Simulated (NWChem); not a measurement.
Molecule: CH₃ClZn; SMILES [Zn]([Cl])[CH3]

Program: NWChem. Medium grid unless said otherwise, to which SCAN and Minnesota functionals are sensitive. Geometry: optimised at PBE0/def2-SVP.

For level revPBE/def2-SVP:

```yaml
highest occupied level (eV): -6.75
orbital gap (eV): 5.75
dipole (D): 2.40
```

Problem. Estimate the same quantities for level r2SCAN/def2-SVP.

Solution. 
| Item | Value |
|---|---|
| highest occupied level (eV) | -7.21 |
| orbital gap (eV) | 6.51 |
| dipole (D) | 2.53 |
